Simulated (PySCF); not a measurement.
Species: C₂H₃PSe.
Numbering: `[Se:1]=[PH:2]1[CH:3]=[CH:4]1` (hydrogens: H5 on P2; H6 on C3; H7 on C4)

Method used: PySCF, PBE0-D3(BJ)/def2-SVP geometry optimisation, gas phase.

Question: List the bond lengths, angles and torsions at this level.

Answer: 
```csv
bond,length (Å),order
Se1=P2,2.076,double
"P2–C3, P2–C4",1.779,single
C3=C4,1.327,double
P2–H5,1.418,single
"C3–H6, C4–H7",1.092,single
```

Bonds in one row agree within 0.01 Å and their mean is given. Orders are formal, as drawn. A selection of angles:
```csv
angle,degrees
Se1–P2–C3,129.7
Se1–P2–H5,116.3
C3–P2–C4,43.8
C3–P2–H5,108.7
P2–C3–C4,68.1
P2–C3–H6,149.5
C4–C3–H6,141.9
```

Torsions: Se1–P2–C3–C4 -109° (anticlinal); Se1–P2–C4–C3 109° (anticlinal).

P2 (phosphorus bonded to 2 C, Se and H) has angles from 43.8° to 129.7°. The 3-membered ring P2–C3–C4 has internal angles of 43.8° to 68.1°.

Point group: Cs (every atom within 0.08 Å of its image). No PBE0-D3(BJ)/def2-SVP frequencies stand behind this structure, so it isn't proved a minimum.
